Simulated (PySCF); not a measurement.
C₂H₂BClO (SMILES C#CB(O)Cl), singlet, at a GFN2-xTB geometry; PBE0/def2-SVP, TDA run with PySCF.

PySCF was given this input:
```python
from pyscf import gto, scf, dft, tdscf

mol = gto.M(
    atom='''
B    -0.235309    0.050656   -0.318790
C     0.957228    0.976688   -0.098869
C     1.900820    1.699570    0.086752
H     2.727259    2.328126    0.254726
Cl   -0.534056   -1.206342    0.835672
O    -1.084723    0.131474   -1.349141
H    -0.942266    0.817061   -2.001353
''',
    basis='def2-svp',
    charge=0,
    spin=0,
    verbose=4,
)

mf = dft.RKS(mol)
mf.xc = 'pbe0'
mf.kernel()
td = mf.TDA()
td.nstates = 5
td.kernel()
td.analyze()
```

Output, abridged:

```
PySCF version 2.14.0

[INPUT] verbose = 4
[INPUT] num. atoms = 7
[INPUT] num. electrons = 44
[INPUT] charge = 0
[INPUT] spin (= nelec alpha-beta = 2S) = 0
[INPUT] symmetry False subgroup None
[INPUT] Mole.unit = angstrom
[INPUT] Symbol           X                Y                Z      unit          X                Y                Z       unit  Magmom
[INPUT]  1 B     -0.235309000000   0.050656000000  -0.318790000000 AA   -0.444669564645   0.095725966566  -0.602425791250 Bohr   0.0
[INPUT]  2 C      0.957228000000   0.976688000000  -0.098869000000 AA    1.808898758765   1.845672829149  -0.186835332210 Bohr   0.0
[INPUT]  3 C      1.900820000000   1.699570000000   0.086752000000 AA    3.592029212096   3.211721829527   0.163937520758 Bohr   0.0
[INPUT]  4 H      2.727259000000   2.328126000000   0.254726000000 AA    5.153772580755   4.399520523479   0.481362376806 Bohr   0.0
[INPUT]  5 Cl    -0.534056000000  -1.206342000000   0.835672000000 AA   -1.009219575181  -2.279655992560   1.579191209968 Bohr   0.0
[INPUT]  6 O     -1.084723000000   0.131474000000  -1.349141000000 AA   -2.049829391017   0.248449852501  -2.549506993422 Bohr   0.0
[INPUT]  7 H     -0.942266000000   0.817061000000  -2.001353000000 AA   -1.780624676489   1.544021517063  -3.782009048577 Bohr   0.0

nuclear repulsion = 169.835345728798
number of shells = 38
number of NR pGTOs = 146
number of NR cGTOs = 84
basis = def2-svp
ecp = {}

******** <class 'pyscf.dft.rks.RKS'> ********
method = RKS
initial guess = minao
damping factor = 0
level_shift factor = 0
DIIS = <class 'pyscf.scf.diis.CDIIS'>
diis_start_cycle = 1
diis_space = 8
diis_damp = 0
SCF conv_tol = 1e-09
SCF conv_tol_grad = None
SCF max_cycles = 50
direct_scf = True
direct_scf_tol = 1e-13
XC library pyscf.dft.libxc version 7.1.2
    S. Lehtola, C. Steigemann, M. J. T. Oliveira, and M. A. L. Marques,  SoftwareX 7, 1–5 (2018)
XC functionals = pbe0
    C. Adamo and V. Barone,  J. Chem. Phys. 110, 6158 (1999)
    M. Ernzerhof and G. E. Scuseria,  J. Chem. Phys. 110, 5029 (1999)
radial grids:
    Treutler-Ahlrichs [JCP 102, 346 (1995); DOI:10.1063/1.469408] (M4) radial grids

becke partition: Becke, JCP 88, 2547 (1988); DOI:10.1063/1.454033
pruning grids: <function nwchem_prune>
grids dens level: 3
symmetrized grids: False
atomic radii adjust function: <function treutler_atomic_radii_adjust>
small_rho_cutoff = 0
Set gradient conv threshold to 3.16228e-05
Initial guess from minao.
tot grids = 94864
init E= -637.673929933366
  HOMO = -0.346154620019715  LUMO = -0.107216563164505  gap/eV = 6.50184
cycle= 1 E= -637.007183603998  delta_E= 0.667  |g|= 0.636  |ddm|= 3.12
  HOMO = -0.255550063839599  LUMO = -0.0162665288303723  gap/eV = 6.51124
cycle= 2 E= -636.923590752504  delta_E= 0.0836  |g|= 0.922  |ddm|= 1.23
  HOMO = -0.289374766134347  LUMO = -0.0360217969841274  gap/eV = 6.89409
cycle= 3 E= -637.086015700864  delta_E= -0.162  |g|= 0.121  |ddm|= 0.793
  HOMO = -0.30808380882011  LUMO = -0.0413740506305902  gap/eV = 7.25754
cycle= 4 E= -637.089406582989  delta_E= -0.00339  |g|= 0.0354  |ddm|= 0.141
  HOMO = -0.306750110844346  LUMO = -0.042283748561089  gap/eV = 7.19650
cycle= 5 E= -637.089554966609  delta_E= -0.000148  |g|= 0.0269  |ddm|= 0.0457
  HOMO = -0.305734781479948  LUMO = -0.0412803202714955  gap/eV = 7.19617
cycle= 6 E= -637.089740575675  delta_E= -0.000186  |g|= 0.00448  |ddm|= 0.0223
  HOMO = -0.30570274389396  LUMO = -0.040971960719336  gap/eV = 7.20369
cycle= 7 E= -637.089745389114  delta_E= -4.81e-06  |g|= 0.000662  |ddm|= 0.00503
  HOMO = -0.305750316511655  LUMO = -0.0410561739269952  gap/eV = 7.20269
cycle= 8 E= -637.089745502594  delta_E= -1.13e-07  |g|= 0.000187  |ddm|= 0.000952
  HOMO = -0.305729978808177  LUMO = -0.0410366357102281  gap/eV = 7.20267
cycle= 9 E= -637.089745513049  delta_E= -1.05e-08  |g|= 4.09e-05  |ddm|= 0.000282
  HOMO = -0.305730953899352  LUMO = -0.041037756850463  gap/eV = 7.20267
cycle= 10 E= -637.08974551353  delta_E= -4.81e-10  |g|= 9.04e-06  |ddm|= 6e-05
  HOMO = -0.305731796471675  LUMO = -0.0410376378383468  gap/eV = 7.20269
Extra cycle  E= -637.089745513536  delta_E= -5.8e-12  |g|= 1.02e-05  |ddm|= 1.97e-05
converged SCF energy = -637.089745513536

******** <class 'pyscf.tdscf.rks.TDA'> for <class 'pyscf.dft.rks.RKS'> ********
nstates = 5 singlet
deg_eia_thresh = 1.000e-03
wfnsym = None
conv_tol = 1e-05
eigh lindep = 1e-12
eigh level_shift = 0
eigh max_cycle = 100

Excitation energies (eV)
[5.33914752 6.21509329 6.44157539 7.01409653 7.26139102]

** Singlet excitation energies and oscillator strengths **
Excited State   1:      5.33915 eV    232.22 nm  f=0.0000
      20 -> 23       -0.14941
      22 -> 23       -0.68595
Excited State   2:      6.21509 eV    199.49 nm  f=0.0524
      20 -> 24        0.11716
      21 -> 23       -0.58054
      22 -> 24        0.37273
Excited State   3:      6.44158 eV    192.47 nm  f=0.0005
      20 -> 23       -0.68489
      22 -> 23        0.15460
Excited State   4:      7.01410 eV    176.76 nm  f=0.0001
      19 -> 24       -0.13217
      21 -> 24       -0.67873
      21 -> 25        0.11534
Excited State   5:      7.26139 eV    170.74 nm  f=0.0774
      19 -> 23        0.66689
      20 -> 24       -0.17152

** Transition electric dipole moments (AU) **
state          X           Y           Z        Dip. S.      Osc.
  1        -0.0001      0.0001      0.0001      0.0000      0.0000
  2        -0.4337     -0.3945     -0.0119      0.3439      0.0524
  3         0.0339     -0.0363     -0.0308      0.0034      0.0005
  4         0.0144     -0.0154     -0.0131      0.0006      0.0001
  5         0.0047     -0.4239      0.5054      0.4352      0.0774

** Transition velocity dipole moments (imaginary part, AU) **
state          X           Y           Z        Dip. S.      Osc.
  1         0.0002     -0.0002     -0.0001      0.0000      0.0000
  2        -0.0298     -0.0275     -0.0003      0.0016      0.0048
  3         0.0035     -0.0038     -0.0032      0.0000      0.0001
  4         0.0034     -0.0037     -0.0031      0.0000      0.0001
  5        -0.0129     -0.0364      0.0288      0.0023      0.0058

** Transition magnetic dipole moments (imaginary part, AU) **
state          X           Y           Z
  1        -0.2356     -0.1143     -0.1244
  2        -0.0120      0.0129      0.0109
  3        -0.0460     -0.2687      0.2664
  4        -0.0549     -0.1015      0.0594
  5         0.0048     -0.0052     -0.0044
```
